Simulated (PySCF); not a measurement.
Compound: H9N3OSi3.
SMILES with atom numbers: `[OH:1][SiH:2]1[NH:3][SiH2:4][NH:5][SiH2:6][NH:7]1` (hydrogens: H8 on O1; H9 on Si2; H10 on N3; H11, H12 on Si4; H13 on N5; H14, H15 on Si6; H16 on N7)

Cartesian coordinates in Å at the PBE0-D3(BJ)/def2-SVP level; atoms count from 1:
```
atom  x, y, z in Å
O1    -2.5838   -1.1998   -1.0668
Si2   -1.4257   -0.9058    0.0920
N3     0.0895   -1.6316   -0.3324
Si4    1.7017   -0.9861   -0.3042
N5     1.6139    0.5784    0.4417
Si6    0.3041    1.7146    0.4773
N7    -1.1519    0.7996    0.2447
H8    -2.3584   -0.8950   -1.9517
H9    -2.0370   -1.5191    1.2986
H10    0.0039   -2.5873   -0.6719
H11    2.6440   -1.8201    0.5084
H12    2.2549   -0.9541   -1.6974
H13    2.3980    0.8078    1.0446
H14    0.3771    2.7727   -0.5827
H15    0.3717    2.4301    1.7923
H16   -2.0045    1.3486    0.1582
```

Level of theory: core-valence-separated Tamm–Dancoff BHandHLYP/aug-pcX-1 (pcseg-1 on H, def2-SVPD on Si) in PySCF, non-relativistic, gas phase, PBE0-D3(BJ)/def2-SVP geometry. No empirical shift is added; at this level the pattern usually sits a few eV under experiment.

The lowest roots of each edge with f over 0.003 (five at most, numbered afresh; weaker and dark ones are left out), with transition dipoles (au) in the frame of the coordinates:

| root | edge | E (eV) | f | μx | μy | μz |
| --- | --- | --- | --- | --- | --- | --- |
| 1 | N | 398.89 | 0.0089 | -0.0263 | -0.0103 | -0.0105 |
| 2 | N | 398.97 | 0.0136 | 0.0026 | -0.0344 | -0.0140 |
| 3 | N | 398.99 | 0.0126 | 0.0274 | -0.0232 | 0.0009 |
| 4 | N | 400.06 | 0.0089 | -0.0010 | 0.0093 | -0.0287 |
| 5 | N | 400.09 | 0.0082 | 0.0049 | 0.0078 | 0.0275 |
| 6 | O | 531.91 | 0.0198 | 0.0123 | 0.0139 | -0.0343 |
| 7 | O | 533.60 | 0.0147 | 0.0150 | -0.0293 | -0.0062 |
| 8 | O | 534.25 | 0.0094 | -0.0071 | 0.0017 | -0.0258 |
| 9 | O | 534.37 | 0.0065 | 0.0077 | 0.0080 | -0.0194 |
| 10 | O | 534.52 | 0.0099 | 0.0247 | 0.0122 | 0.0014 |

**Question.** Molecules are fixed in this frame and the field points along (1, 1, 0)/√2. What effective strengths 3 f cos²θ do the roots have (θ between field and μ)?

**Answer.** root 1 (N5): 0.020, root 2 (N3/N7): 0.015, root 3 (N3/N7): 0.000, root 4 (N5): 0.001, root 5 (N7): 0.002, root 6 (O1): 0.013, root 7 (O1): 0.004, root 8 (O1): 0.001, root 9 (O1): 0.005, root 10 (O1): 0.027. Root 10 is the strongest. Averaged over all orientations cos²θ is 1/3, which gives f back.

One conformer stands for the species.
